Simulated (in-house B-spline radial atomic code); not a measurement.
What moves the levels of Hf⁺ ([Xe] 4f14 5d1 6s2)? Level of theory: Dirac-Hartree-Fock, average of configuration, Fermi nucleus of rms radius 5.347 fm; calculated with a radial B-spline atomic code at the basis-set limit.

Baseline run (computed): total energy -15088.5367 hartree, 1s1/2 at -2416.765 hartree, 6s1/2 at -13.573 eV with <r> = 3.263 bohr.

Scaling the speed of light c (a factor of 100 is close to the non-relativistic limit):

```tsv
c/c0	ΔE (hartree)	6s1/2 level (eV)	6s1/2 <r> (bohr)
0.95	-98.103	-13.7203	3.232
0.98	-37.015	-13.6282	3.251
1.02	34.393	-13.5221	3.274
1.5	453.92	-12.9325	3.408
100	767.9	-12.5255	3.51
```

Changing the nucleus:

| nucleus | ΔE (eV) |
| --- | --- |
| Gaussian nucleus of rms radius 5.347 fm | -0.377 |
| uniform spherical nucleus of rms radius 5.347 fm | 0.0948 |
| Gaussian nucleus of rms radius 0.01 fm | -56.3 |
| Fermi nucleus of rms radius 5.2401 fm | -1.89 |
| Fermi nucleus of rms radius 5.4539 fm | 1.91 |

A larger nucleus binds the electrons less, roughly as the density at the nucleus times the change of the nuclear <r²>. At equal rms radius the shape enters only through higher moments. A radius of 0.01 fm is nearly a point.

(1) The nuclear charge is raised by 0.1. What does the Hellmann-Feynman theorem predict for the energy, and what is found?

## Answers

(1) dE/dZ ≈ -Σ<1/r>, which is -521.662 at the start and -522.776 at the end; their mean times 0.1 is -52.222 hartree, and the two runs differ by -52.219 hartree.
